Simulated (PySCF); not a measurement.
C₇H₈.

```xyz
15

C     -2.4198    -0.1039    -0.0188
C     -0.9171    -0.0371     0.0091
C     -0.1461    -1.1976     0.1856
C      1.2503    -1.1425     0.1798
C      1.9048     0.0794    -0.0015
C      1.1503     1.2436    -0.1747
C     -0.2458     1.1837    -0.1682
H     -2.8728     0.8298     0.3474
H     -2.7990    -0.9351     0.5945
H     -2.7886    -0.2631    -1.0472
H     -0.6506    -2.1588     0.3320
H      1.8305    -2.0594     0.3216
H      2.9978     0.1250    -0.0031
H      1.6519     2.2064    -0.3122
H     -0.8289     2.1014    -0.3009
```
Charge 0, spin multiplicity 1.

Geometry optimised at r2SCAN-D4/def2-SVP.

The numbers are results of KT2/pcSseg-1 in PySCF, not measurements. Non-relativistic, no solvent.

Give the absolute GIAO shielding of each atom: isotropic value and principal components (ppm). (An estimate is asked for; the answer gives what the named calculation found.)


```tsv
atom	σ(iso)	σ11	σ22	σ33	span
C1	159.4	137.4	153.8	187.0	49.6
C2	49.8	-45.6	24.5	170.4	216.0
C3	58.5	-38.7	56.4	157.7	196.4
C4	59.3	-42.4	51.1	169.2	211.6
C5	61.9	-38.5	51.7	172.4	210.8
C6	59.3	-42.4	51.1	169.2	211.6
C7	58.5	-38.7	56.2	157.9	196.6
H8	29.0	24.3	28.4	34.2	9.9
H9	29.0	24.3	28.4	34.2	9.9
H10	28.5	25.5	25.6	34.4	8.9
H11	24.1	20.7	23.8	27.9	7.2
H12	24.1	20.8	24.9	26.5	5.7
H13	24.2	21.1	25.1	26.3	5.2
H14	24.1	20.8	24.9	26.5	5.7
H15	24.1	20.7	23.7	27.9	7.2
```
